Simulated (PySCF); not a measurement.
# Spinor energies of Kr⁺ (krypton, charge +1)

Start: [Ar] 3d10 4s2 4p5; 4p1/2 filled at m_j = -1/2, +1/2; 4p3/2 filled at m_j = -1/2, +1/2, +3/2. Calculated with PySCF 2.14 in x2c-TZVPall-2c with one added diffuse shell each of s, p, d type (7s8p5d1f, 63 functions): generalised Hartree-Fock with the X2C-1e Hamiltonian and a Gaussian nucleus; one run each with spin-orbit coupling (SO) switched off, then screened by Boettger's factors.

```tsv
spinor shell	electrons	ε, spin-free (eV)	ε, screened SO (eV)	weight of nominal j (screened SO)	rms radius, screened SO (bohr)
1s1/2	2	-14416.9	-14416.4	1.000	0.0478
2s1/2	2	-1972.7	-1972.5	1.000	0.199
2p1/2	2	-1740.1	-1777.0	1.000	0.174
2p3/2	4	-1740.1	-1722.4	1.000	0.178
3s1/2	2	-317.32	-317.23	1.000	0.565
3p1/2	2	-240.81	-246.58	1.000	0.574
3p3/2	4	-240.81	-237.96	1.000	0.585
3d3/2	4	-113.94	-114.72	0.995	0.610
4s1/2	2	-42.695	-42.663	1.000	1.67
4p1/2	2	-24.959	-25.606	0.792	1.95
4p3/2	3	-24.959	-24.579	0.861	1.98
```

Q: Where does 3d5/2 lie, and what is the 3d spin-orbit splitting (screened SO)?

A: At -113.31 eV, 1.411 eV above 3d3/2.

```json
{"quantity": "E (hartree)", "spin-free": "-2787.60824", "screened SO": "-2787.78483"}
{"quantity": "M_J", "spin-free": "3/2", "screened SO": "3/2"}
{"quantity": "⟨J²⟩", "spin-free": "3.760", "screened SO": "3.760"}
{"quantity": "⟨L²⟩", "spin-free": "2.007", "screened SO": "2.011"}
{"quantity": "⟨S²⟩", "spin-free": "0.753", "screened SO": "0.756"}
```

Each row is a mean over spinors that exchange with the open shell spreads, by up to 3.282 eV (4s1/2).

Rows whose weight is well below 1 are mixtures of j = l ± 1/2: exchange outweighs spin-orbit coupling there, and the label is only the starting occupation.

Without spin-orbit coupling the j labels of p, d and f shells carry no meaning; the spin-free column gives the mean over the occupied spinors of each nl shell.
